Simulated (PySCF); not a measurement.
Delta-SCF ions had no search for a lower state. 

Z-matrix (Å, degrees):
```
B
H 1 1.1886
H 1 1.1886 2 120.00
H 1 1.1886 2 120.00 3 179.99
```
Charge 0, multiplicity 1.

Task: Give the HOMO–LUMO gap, HOMO, LUMO, vertical ionisation energy (Delta-SCF), total energy and dipole moment at the level CAM-B3LYP-D3(BJ)/def2-TZVP (PySCF).

Result: 
| Property | Result |
|---|---|
| HOMO–LUMO gap | 10.58 eV |
| HOMO | -11.46 eV |
| LUMO | -0.88 eV |
| vertical ionisation energy (Delta-SCF) | 13.19 eV |
| total energy | -26.5921 Ha |
| dipole moment | 0.00 D |
